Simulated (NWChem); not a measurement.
System meant: Si₂NH₅F₂; SMILES F[SiH2]N[SiH2]F

NWChem input:

```
start job
memory heap 200 mb stack 900 mb global 1100 mb
geometry units angstroms noautosym nocenter noautoz
  Si    -0.328921     1.383944    -0.087463
  F      0.839393     2.382625    -0.618096
  N      0.339334    -0.067883     0.567703
  Si     0.481635    -1.614999    -0.187155
  F     -0.705018    -2.616832     0.294547
  H     -1.059660     2.130714     0.968250
  H     -1.169700     1.021584    -1.255279
  H      0.694008    -0.003749     1.519656
  H      1.755598    -2.263774     0.215888
  H      0.340567    -1.429889    -1.652851
end
basis spherical
  Si library def2-svp
  F library def2-svp
  N library def2-svp
  H library def2-svp
end
dft
  xc m06-l
  iterations 150
end
property
  shielding 6 1 2 3 6 7 8
end
task dft property
```

End of the output:

```
 Vector   32  Occ=0.000000D+00  E= 4.305160D-02
              MO Center=  3.2D-02, -1.2D-01, -2.6D-01, r^2= 5.5D+00
   Bfn.  Coefficient  Atom+Function         Bfn.  Coefficient  Atom+Function
  ----- ------------  ---------------      ----- ------------  ---------------
    57      0.562460   4 Si px               11      0.486806   1 Si px
    58      0.476274   4 Si py               12      0.462595   1 Si py
    39     -0.359334   3 N  px               13     -0.327408   1 Si pz
    21     -0.326319   2 F  s                67      0.326169   5 F  s
    36      0.234263   3 N  px               41      0.134647   3 N  pz

 center of mass
 --------------
 x =   0.20307139 y =  -0.20761069 z =  -0.10178795

 moments of inertia (a.u.)
 ------------------
        1421.295417337000        -112.782660970960          38.725210948518
        -112.782660970960         217.187301230720         128.881562434162
          38.725210948518         128.881562434162        1481.740191953182

     Multipole analysis of the density
     ---------------------------------

     L   x y z        total         alpha         beta         nuclear
     -   - - -        -----         -----         ----         -------
     0   0 0 0     -0.000000    -29.000000    -29.000000     58.000000

     1   1 0 0      0.144231     -5.864952     -5.864952     11.874135
     1   0 1 0      0.025886      6.025038      6.025038    -12.024190
     1   0 0 1      0.386703      3.015665      3.015665     -5.644627

     2   2 0 0    -33.040108    -56.790598    -56.790598     80.541087
     2   1 1 0     -3.801468    -18.440653    -18.440653     33.079838
     2   1 0 1      1.489468      9.201113      9.201113    -16.912758
     2   0 2 0    -37.857450   -356.102949   -356.102949    674.348447
     2   0 1 1      1.855856     28.200820     28.200820    -54.545785
     2   0 0 2    -30.697028    -41.549054    -41.549054     52.401080

          -----------------------------------------
          Chemical Shielding Tensors (GIAO, in ppm)
          -----------------------------------------

 ------------------------------------------------------------------------
  xm06: d2 not coded                    0
 ------------------------------------------------------------------------
 ------------------------------------------------------------------------
  current input line :
    28: task dft property
 ------------------------------------------------------------------------
 ------------------------------------------------------------------------
 This error has not yet been assigned to a category
 ------------------------------------------------------------------------
 For more information see the NWChem manual at https://nwchemgit.github.io

0: xm06: d2 not coded:Received an Error in Communication
```

### Question
Find the fault in this run and fix the input.

### Answer
The program stopped with an error. Cause: this functional's second derivatives, which shieldings need, aren't coded here; the fix takes a hybrid GGA instead. This input runs:
```
start job
memory heap 200 mb stack 900 mb global 1100 mb
geometry units angstroms noautosym nocenter noautoz
  Si    -0.328921     1.383944    -0.087463
  F      0.839393     2.382625    -0.618096
  N      0.339334    -0.067883     0.567703
  Si     0.481635    -1.614999    -0.187155
  F     -0.705018    -2.616832     0.294547
  H     -1.059660     2.130714     0.968250
  H     -1.169700     1.021584    -1.255279
  H      0.694008    -0.003749     1.519656
  H      1.755598    -2.263774     0.215888
  H      0.340567    -1.429889    -1.652851
end
basis spherical
  * library def2-svp
end
dft
  xc pbe0
  iterations 150
end
property
  shielding 6 1 2 3 6 7 8
end
task dft property
```
It converges to -835.71273 Ha (PBE0/def2-SVP, GIAO).
